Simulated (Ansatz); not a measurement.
Ansatz (a first-principles code) input (HF/aug-cc-pV(T+d)Z):
A basis named .json is the Basis Set Exchange file of that set.

Ansatz 0.2 input:
```yaml
crystal:
  periodic: [false, false, false]
  atoms:
    - {symbol: Si, position_ang: [2.99193650, 0.44446418, 0.55586780]}
    - {symbol: Si, position_ang: [1.33228713, -0.39313917, -0.87087074]}
    - {symbol: Si, position_ang: [-0.76414307, 0.46145438, -0.26328408]}
    - {symbol: Si, position_ang: [-2.45824238, -0.54490318, -1.53022149]}
    - {symbol: Si, position_ang: [-1.11330941, 0.06814615, 2.02043368]}
    - {symbol: H, position_ang: [4.34266672, -0.02666917, 0.16359630]}
    - {symbol: H, position_ang: [2.71560483, -0.00136597, 1.94301722]}
    - {symbol: H, position_ang: [2.97619441, 1.92729822, 0.52651833]}
    - {symbol: H, position_ang: [1.28920491, -1.87455286, -0.76192767]}
    - {symbol: H, position_ang: [1.64043755, -0.04541999, -2.28218605]}
    - {symbol: H, position_ang: [-0.76895274, 1.93021086, -0.50376864]}
    - {symbol: H, position_ang: [-2.46650082, -2.00241291, -1.25485799]}
    - {symbol: H, position_ang: [-2.22259075, -0.33815902, -2.97995797]}
    - {symbol: H, position_ang: [-3.78803648, 0.01092585, -1.17861827]}
    - {symbol: H, position_ang: [-2.47026913, 0.50162156, 2.43400759]}
    - {symbol: H, position_ang: [-0.11072677, 0.79770636, 2.83387444]}
    - {symbol: H, position_ang: [-0.97643485, -1.38349633, 2.29335036]}
basis:
  gaussian:
    orbitals: aug-cc-pV_T+d_Z.json
hamiltonian:
  xc: hf
total_charge: 1
magnetization: {spin_polarized: true, initial_magnetization: 1}
```

Output:

```
Functional definition: HF
integrals: 1.64 GiB planned
3063 factors; their error is unknown
7.86 GiB of device memory are held for the factors and their scratch space
mean field: 8.29 GiB planned
mean field evaluation 1: about -39489.8828 eV, gradient 1.5e1 eV
mean field evaluation 2: about -39492.7624 eV, gradient 5.5e0 eV
mean field evaluation 4: about -39493.2636 eV, gradient 9.5e-1 eV
mean field evaluation 8: about -39493.3391 eV, gradient 2.5e-1 eV
mean field evaluation 16: about -39494.5270 eV, gradient 1.3e-1 eV
mean field evaluation 32: about -39494.3667 eV, gradient 6.5e-1 eV
mean field evaluation 64: about -39494.5097 eV, gradient 2.8e-1 eV
mean field evaluation 96: about -39487.1959 eV, gradient 2.4e1 eV
mean field evaluation 128: about -39492.7637 eV, gradient 5.5e0 eV
mean field -39494.52806545 eV, -1451.3971360528 hartree, gradient 1.7e-5 eV, S^2 0.799630; 2 other end points of the search recorded, 0 dependent functions left out
reference -39494.52806545 eV, -1451.3971360528 hartree; 41, 40 occupied and 510, 511 virtual orbitals, 3063 factors
Total energy: -39494.52806545 eV, -1451.3971360528 hartree
```

This state (charge 1, doublet) is run at the relaxed geometry of the species with charge 0 and multiplicity 1.
